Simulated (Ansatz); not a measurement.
`[SiH3]S[SiH2]S` + H₂S → `S[SiH2]S` + `[SiH3]S`  (ligand exchange at the Si–S bond)

Computed with Ansatz on PBE0-D4/def2-TZVP structures; ΔE is electronic, products minus reactants. CBS: MP2 limit from def2 TZ/QZ plus the TZ coupled-cluster correction, frozen cores. This one scheme is used for every species. DFT in def2-TZVPP. B3LYP here is the variant with VWN-RPA as its local correlation; programs differ in this. One conformer a species, not always the lowest.

`[SiH3]S[SiH2]S`:

```xyz
10

Si    0.771    1.514   -0.316
S    -1.323    1.114   -0.166
Si   -1.192   -1.007    0.030
S     0.087   -1.691    1.600
H     0.914    2.792   -1.054
H     1.399    1.632    1.022
H     1.440    0.418   -1.068
H    -2.561   -1.454    0.370
H    -0.718   -1.603   -1.241
H     1.182   -1.715    0.822
```

H₂S:

Cartesian coordinates in Å:
```
S 0.338 0.089 -0.512
H -0.550 -0.843 -0.134
H 0.212 0.755 0.646
```

`S[SiH2]S`:

```xyz
7

S    -1.321    1.221    0.148
Si    0.401   -0.036    0.301
S    -0.194   -2.054   -0.004
H    -0.607    2.313   -0.178
H     1.404    0.428   -0.688
H     1.000   -0.040    1.657
H    -0.683   -1.832   -1.236
```

`[SiH3]S`:

```xyz
6

Si   -0.107   -0.311   -0.413
S     0.981    1.127    0.734
H    -0.191   -1.618    0.287
H     0.666   -0.459   -1.669
H    -1.482    0.158   -0.716
H     0.133    1.103    1.776
```

```
             level  ΔE (kcal/mol)  difference from CCSD(T)/CBS
            PBE-D4            2.4                          0.0
         r2SCAN-D4            2.0                         -0.4
           PBE0-D4            2.4                          0.0
          B3LYP-D4            2.3                         -0.1
           ωB97X-V            1.8                         -0.6
           ωB97M-V            2.2                         -0.2
            B2PLYP            1.1                         -1.3
               PBE            1.0                         -1.4
            r2SCAN            1.6                         -0.8
              PBE0            1.1                         -1.3
             B3LYP            0.0                         -2.4
     HF/def2-TZVPP           -0.4                         -2.8
    MP2/def2-TZVPP            2.8                          0.4
SCS-MP2/def2-TZVPP            2.0                         -0.4
   CCSD/def2-TZVPP            1.7                         -0.7
CCSD(T)/def2-TZVPP            2.2                         -0.2
     HF/def2-QZVPP           -0.4                         -2.8
    MP2/def2-QZVPP            2.9                          0.5
SCS-MP2/def2-QZVPP            2.2                         -0.2
      HF/CBS(def2)           -0.4                         -2.8
     MP2/CBS(def2)            3.0                          0.6
    CCSD/CBS(def2)            1.9                         -0.5
       CCSD(T)/CBS            2.4                            0
```

Largest T1 diagnostic among the species: 0.012.

In def2-TZVPP, CCSD(T) changes the Hartree–Fock value by +2.6 kcal/mol (the triples alone add +0.5 kcal/mol) and MP2 by +3.2 kcal/mol. The D4 term adds +2.3 kcal/mol with B3LYP and +1.3 kcal/mol with PBE0; it sums over pairs of atoms, weighted by their polarisabilities, and B3LYP, whose exchange is more repulsive, gets the larger term.
